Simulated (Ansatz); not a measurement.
Cost and result up the ladder for In2As3 (5 atoms). The state is a doublet with charge 0. Geometry: r2SCAN-D4/def2-SVP.

```xyz
5

In   -0.6544    0.7038   -1.9488
In   -1.5782   -1.1863    0.0624
As    0.5281   -0.6413    1.6948
As    0.1807    1.4853    0.6546
As    1.5238   -0.3614   -0.4630
```

Ansatz on 4 threads of Arm Neoverse V2 on a shared host. Times are rough, and most runs start from the orbitals of an earlier one. r2SCAN0-D4/def2-TZVP serves as the yardstick here, not as an exact answer. Binding counts from free atoms at the same level (In doublet, As quartet; other spins of the atoms weren't run), without zero-point energy or a counterpoise term.

In the def2 sets In takes a core potential; there is no spin–orbit coupling. Correlated methods freeze 35 core orbitals; core or outer-core shells of In, As are correlated, in sets that lack core-valence functions. Another isomer (doublet) lies 0.35 eV lower at PBE0-D4/def2-TZVP; other spin states weren't run for this one.

Correlated methods converge slowly with the basis.

```json
{"level": "PBE-D4/def2-TZVP (with forces)", "functions": "244", "wall time": "8.5 s", "binding energy per atom (eV)": "2.36", "difference from r2SCAN0-D4/def2-TZVP (eV)": "0.26", "remarks": "–"}
{"level": "r2SCAN-D4/def2-TZVP", "functions": "244", "wall time": "18 s", "binding energy per atom (eV)": "2.22", "difference from r2SCAN0-D4/def2-TZVP (eV)": "0.13", "remarks": "–"}
{"level": "HF/def2-TZVP", "functions": "244", "wall time": "20 s", "binding energy per atom (eV)": "0.68", "difference from r2SCAN0-D4/def2-TZVP (eV)": "-1.41", "remarks": "spin-contaminated (⟨S²⟩ 0.89)"}
{"level": "PBE0-D4/def2-TZVP", "functions": "244", "wall time": "23 s", "binding energy per atom (eV)": "2.19", "difference from r2SCAN0-D4/def2-TZVP (eV)": "0.10", "remarks": "–"}
{"level": "MP2/def2-TZVP", "functions": "244", "wall time": "24 s", "binding energy per atom (eV)": "2.18", "difference from r2SCAN0-D4/def2-TZVP (eV)": "0.09", "remarks": "spin-contaminated (⟨S²⟩ 0.89)"}
{"level": "r2SCAN0-D4/def2-TZVP", "functions": "244", "wall time": "27 s", "binding energy per atom (eV)": "2.09", "difference from r2SCAN0-D4/def2-TZVP (eV)": "0.00", "remarks": "–"}
```
